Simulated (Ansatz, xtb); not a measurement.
## Relative energy of two isomers of C6H9B

We compare I, `B/C=C/C=C/C=C`, a singlet, with II, `B/C=C/C=C\C=C`, a singlet. Both are isolated molecules in the gas phase, relaxed with PBE-D3(BJ)/def2-SVP; the shapes shown needn't be the lowest conformers.

I (Å):

```yaml
atoms:
  - { symbol: C, position_ang: [-1.1240, -0.0010, -1.7741] }
  - { symbol: C, position_ang: [-1.5482, 0.0870, -0.4670] }
  - { symbol: C, position_ang: [-0.7042, 0.3301, 0.6721] }
  - { symbol: C, position_ang: [-1.1699, 0.4109, 1.9589] }
  - { symbol: C, position_ang: [-0.3395, 0.6545, 3.1154] }
  - { symbol: C, position_ang: [-0.8104, 0.7337, 4.3853] }
  - { symbol: B, position_ang: [-2.0984, -0.2630, -2.9285] }
  - { symbol: H, position_ang: [-3.2868, -0.3987, -2.6828] }
  - { symbol: H, position_ang: [-1.7186, -0.3391, -4.0835] }
  - { symbol: H, position_ang: [-0.0386, 0.1283, -1.9484] }
  - { symbol: H, position_ang: [-2.6284, -0.0380, -0.2610] }
  - { symbol: H, position_ang: [0.3778, 0.4572, 0.4863] }
  - { symbol: H, position_ang: [-2.2536, 0.2827, 2.1358] }
  - { symbol: H, position_ang: [0.7423, 0.7812, 2.9310] }
  - { symbol: H, position_ang: [-1.8842, 0.6121, 4.6033] }
  - { symbol: H, position_ang: [-0.1413, 0.9213, 5.2381] }
```

II (Å):

```yaml
atoms:
  - { symbol: C, position_ang: [-1.8102, -0.4720, -1.4640] }
  - { symbol: C, position_ang: [-1.4296, 0.0100, -0.2313] }
  - { symbol: C, position_ang: [-1.3721, -0.7713, 0.9770] }
  - { symbol: C, position_ang: [-0.9970, -0.3196, 2.2199] }
  - { symbol: C, position_ang: [-0.5853, 1.0223, 2.5709] }
  - { symbol: C, position_ang: [-0.2295, 1.3847, 3.8287] }
  - { symbol: B, position_ang: [-1.8465, 0.4237, -2.7082] }
  - { symbol: H, position_ang: [-2.1829, -0.0040, -3.7981] }
  - { symbol: H, position_ang: [-1.5281, 1.5979, -2.6025] }
  - { symbol: H, position_ang: [-2.0891, -1.5423, -1.5093] }
  - { symbol: H, position_ang: [-1.1479, 1.0765, -0.1689] }
  - { symbol: H, position_ang: [-1.6591, -1.8327, 0.8831] }
  - { symbol: H, position_ang: [-1.0058, -1.0480, 3.0499] }
  - { symbol: H, position_ang: [-0.5614, 1.7832, 1.7729] }
  - { symbol: H, position_ang: [-0.2393, 0.6558, 4.6560] }
  - { symbol: H, position_ang: [0.0795, 2.4132, 4.0671] }
```

Quicker runs give these differences E(II) − E(I): GFN2-xTB +1.70 kcal/mol; HF/STO-3G +1.90 kcal/mol (at GFN2-xTB geometries); r2SCAN-D4/def2-SVP +1.84 kcal/mol (at GFN2-xTB geometries).

Task: Estimate E(II) − E(I) at the level CCSD(T)/def2-SVP + ΔMP2/def2-TZVPP.

Result: Too close to call at this level: CCSD(T)/def2-SVP + ΔMP2/def2-TZVPP gives E(II) − E(I) = +1.59 kcal/mol.

Level by level:

```csv
level,geometry,E(II) − E(I) (kcal/mol),departure from the last row (kcal/mol),"job, with rough time for the two"
GFN2-xTB,GFN2-xTB,+1.70,+0.12,"optimisation, 0.47 s"
HF/STO-3G,GFN2-xTB,+1.90,+0.32,"single point, 1.4 s"
r2SCAN-D4/def2-SVP,GFN2-xTB,+1.84,+0.25,"single point, 13 s"
PBE-D3(BJ)/def2-SVP,PBE-D3(BJ)/def2-SVP,+1.71,+0.12,"optimisation, 66 s"
HF/def2-SVP,PBE-D3(BJ)/def2-SVP,+2.22,+0.64,part of the CCSD(T) run
MP2/def2-SVP,PBE-D3(BJ)/def2-SVP,+1.80,+0.21,part of the CCSD(T) run
CCSD(T)/def2-SVP,PBE-D3(BJ)/def2-SVP,+1.73,+0.15,single point
CCSD(T)/def2-SVP + ΔMP2/def2-TZVPP,PBE-D3(BJ)/def2-SVP,+1.59,,"single point, 4.8 min"
```

As drawn, both hold the same kinds of bond in the same numbers.

The largest departure from CCSD(T)/def2-SVP + ΔMP2/def2-TZVPP is that of HF/def2-SVP, 0.64 kcal/mol. The last row adds to CCSD(T) the change of the MP2 difference between the two basis sets, here −0.15 kcal/mol.

With thermal terms from frequencies at re-optimised GFN2-xTB minima (ideal gas, soft modes damped towards free rotors, one conformer each, 298.15 K, 1 atm): the zero-point term adds +0.12 kcal/mol; ΔH is +1.67 and ΔG +1.58 kcal/mol.

The correlated steps freeze 7 core orbitals. Run with Ansatz 0.2.0, xtb 6.7.1; the last row on 2 threads of AMD EPYC (Zen 3) on a shared host.
